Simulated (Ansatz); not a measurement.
Species, as SMILES: Cl[C]Cl (closed-shell singlet).
Atoms: Cl1, C2, Cl3. Bonds: Cl1-C2, C2-Cl3.

How fast the optimised C2-Cl3 bond length converges with the basis for several methods (Ansatz, a program for electronic structure): deviation from each method's own reference, in Å. References: B3LYP 1.7221 Å, the value in def2-QZVPPD; HF 1.6980 Å, the value in def2-QZVPPD; MP2 1.7001 Å, the value in def2-QZVPP; PBE 1.7317 Å, the value in def2-QZVPPD. Cartesian d functions, on some or all atoms, in 6-31G*, 6-311G**, 6-311+G**; all else is spherical. In correlated methods cores are frozen. A restricted Hartree-Fock determinant is unstable towards unrestricted orbitals. No added dispersion term, no relativity. The reference of a correlated method is not its basis-set limit, which lies further on.

```json
[
 {"basis": "def2-SVP", "functions": "50", "B3LYP": "0.0135", "HF": "0.0065", "MP2": "0.0071", "PBE": "0.0160"},
 {"basis": "6-31G*", "functions": "53", "B3LYP": "0.0305", "HF": "0.0134", "MP2": "0.0179", "PBE": "0.0326"},
 {"basis": "cc-pV(D+d)Z", "functions": "60", "B3LYP": "0.0189", "HF": "0.0110", "MP2": "0.0207", "PBE": "0.0187"},
 {"basis": "6-311G**", "functions": "72", "B3LYP": "0.0251", "HF": "0.0144", "MP2": "0.0147", "PBE": "0.0264"},
 {"basis": "6-311+G**", "functions": "84", "B3LYP": "0.0197", "HF": "0.0120", "MP2": "0.0098", "PBE": "0.0206"},
 {"basis": "cc-pV(T+d)Z", "functions": "108", "B3LYP": "0.0052", "HF": "0.0035", "MP2": "0.0068", "PBE": "0.0052"},
 {"basis": "def2-TZVPP", "functions": "115", "B3LYP": "0.0025", "HF": "0.0017", "MP2": "0.0032", "PBE": "0.0027"},
 {"basis": "jun-cc-pV(T+d)Z", "functions": "135", "B3LYP": "0.0020", "HF": "0.0020", "MP2": "0.0045", "PBE": "0.0018"},
 {"basis": "def2-TZVPPD", "functions": "139", "B3LYP": "0.0013", "HF": "0.0011", "MP2": "0.0029", "PBE": "0.0014"},
 {"basis": "aug-cc-pV(T+d)Z", "functions": "156", "B3LYP": "0.0022", "HF": "0.0023", "MP2": "0.0045", "PBE": "0.0021"},
 {"basis": "cc-pCVTZ", "functions": "161", "B3LYP": "0.0060", "HF": "0.0037", "MP2": "0.0064", "PBE": "0.0063"},
 {"basis": "cc-pV(Q+d)Z", "functions": "183", "B3LYP": "0.0014", "HF": "0.0008", "MP2": "0.0005", "PBE": "0.0017"}
]
```

Mean absolute deviation over 6-311G**, 6-311+G**, cc-pV(T+d)Z, def2-TZVPP, jun-cc-pV(T+d)Z, def2-TZVPPD, aug-cc-pV(T+d)Z, cc-pCVTZ: HF 0.0051, MP2 0.0066, B3LYP 0.0080, PBE 0.0083 Å.
